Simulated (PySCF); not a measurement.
FH5Si2, SMILES F[SiH2][SiH3]. The structure is a stationary point at B3LYP-D3(BJ)/def2-TZVP.

Computed with PySCF with B3LYP-D3(BJ)/def2-TZVP.

Harmonic wavenumbers (cm⁻¹): 101, 164, 359, 409, 518, 619, 741, 843, 853, 914, 945, 951, 966, 2210, 2223, 2224, 2226, 2235. Rotational constants (GHz): 15.80, 3.287, 2.905; symmetry number 1.

### Question
Work out the zero-point energy and the ideal-gas rigid-rotor harmonic-oscillator thermochemistry at 298.15 K and 1 atm.

### Answer
ZPE = ½ Σ hcν = ½ × 19498 cm⁻¹ = 27.87 kcal/mol. H − E(el) = 31.99 kcal/mol. Entropy in cal/(mol K): translation 39.06, rotation 25.17, vibration 10.11, total 74.34. G − E(el) = 9.82 kcal/mol. Cp = 20.70 cal/(mol K). Modes under 150 cm⁻¹ make the vibrational entropy uncertain.
